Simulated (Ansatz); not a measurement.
Reaction (substitution at a C–Ge bond): `[NH2][GeH2][CH2][SiH3]` + `[OH][AlH2]` → `[AlH2][O]C[SiH3]` + `[NH2][GeH3]`

Computed with Ansatz on PBE0-D4/def2-TZVP structures; ΔE is electronic, products minus reactants. CBS: MP2 limit from def2 TZ/QZ plus the TZ coupled-cluster correction, frozen cores. This one scheme is used for every species. Functionals use def2-TZVPP. B3LYP here is the variant with VWN-RPA as its local correlation; programs differ in this. For Ge outer-core shells are correlated without core-valence functions, which leaves a few kJ/mol of doubt a bond. Scalar relativity is left out up to krypton. One conformer a species, not always the lowest.

```tsv
level	ΔE (kcal/mol)	difference from CCSD(T)/CBS
PBE-D4	25.3	-3.4
r2SCAN-D4	26.5	-2.2
PBE0-D4	26.5	-2.2
B3LYP-D4	24.6	-4.1
ωB97M-V	26.7	-2.0
B2PLYP	25.8	-2.9
PBE	24.5	-4.2
r2SCAN	26.3	-2.4
PBE0	25.7	-3.0
HF/def2-TZVPP	23.4	-5.3
MP2/def2-TZVPP	30.6	1.9
CCSD(T)/def2-TZVPP	28.0	-0.7
HF/def2-QZVPP	23.0	-5.7
SCS-MP2/def2-QZVPP	28.5	-0.2
HF/CBS(def2)	22.9	-5.8
MP2/CBS(def2)	31.3	2.6
CCSD(T)/CBS	28.7	0
```

Largest T1 diagnostic among the species: 0.013.

In def2-TZVPP, CCSD(T) changes the Hartree–Fock value by +4.7 kcal/mol (the triples alone add +0.4 kcal/mol) and MP2 by +7.3 kcal/mol. From PBE to PBE0 (25 % exact exchange), in def2-TZVPP and without D4, ΔE moves by +1.3 kcal/mol. The D4 term adds +1.3 kcal/mol with B3LYP and +0.7 kcal/mol with PBE0; it sums over pairs of atoms, weighted by their polarisabilities, and B3LYP, whose exchange is more repulsive, gets the larger term.
